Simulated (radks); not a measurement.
Removal energies from the europium ion Eu8+, [Kr] 4d10 4f3 5s2 5p4, by Delta-SCF beside the eigenvalue of the level emptied. Calculated with a radial shooting solver on a logarithmic mesh with Libxc functionals: scalar-relativistic Kohn-Sham, LDA (Slater exchange, Perdew-Wang correlation), spin-polarised, spherical densities, finite nucleus; Fermi nuclear charge, rms radius of each element as measured or else 0.836 A^(1/3) + 0.57 fm. Open shells are filled with parallel spins first.

removed from    final configuration  Delta-SCF (eV)  -eigenvalue (eV)
5p            [Kr] 4d10 4f3 5s2 5p3          137.84            130.10
4f            [Kr] 4d10 4f2 5s2 5p4          150.86            137.42
5s            [Kr] 4d10 4f3 5s1 5p4          165.22            156.76
4d             [Kr] 4d9 4f3 5s2 5p4          285.34            271.20
